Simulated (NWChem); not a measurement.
System: C₂H₃ClF₂Si; SMILES FC(F)=C[SiH2]Cl

Here is an NWChem input.

```
start job
memory heap 200 mb stack 900 mb global 1100 mb
geometry units angstroms noautosym nocenter noautoz
  F     -0.654595    -1.962076     1.114654
  C      0.269042    -1.722462     0.219303
  F      1.031922    -2.774840     0.086254
  C      0.408178    -0.584017    -0.455792
  Si    -0.684845     0.896226    -0.251960
  Cl     0.246370     2.330968     0.922804
  H      1.246886    -0.560377    -1.156544
  H     -0.930046     1.512299    -1.583617
  H     -1.962221     0.516840     0.406201
end
basis spherical
  * library def2-svp
end
dft
  xc pbe0
  iterations 150
end
cosmo
  do_cosmo_smd true
  solvent chcl3
end
task dft energy
```

All runs use the structure optimised with PBE0/def2-SVP. Solvent: chloroform.

Level: PBE0/def2-SVP with SMD (1 M gas to 1 M solution), gas-phase geometry. Reactions with the solvent are ignored.

Question: What results follow from this input? (PBE0/def2-SVP, SMD on the gas-phase geometry.) Quantities: solvation free energy (kcal/mol); cavity-dispersion-structure term (kcal/mol); dipole in solution (D).

Answer: 
| Quantity | Value |
|---|---|
| solvation free energy (kcal/mol) | -2.2 |
| cavity-dispersion-structure term (kcal/mol) | -0.4 |
| dipole in solution (D) | 1.79 |
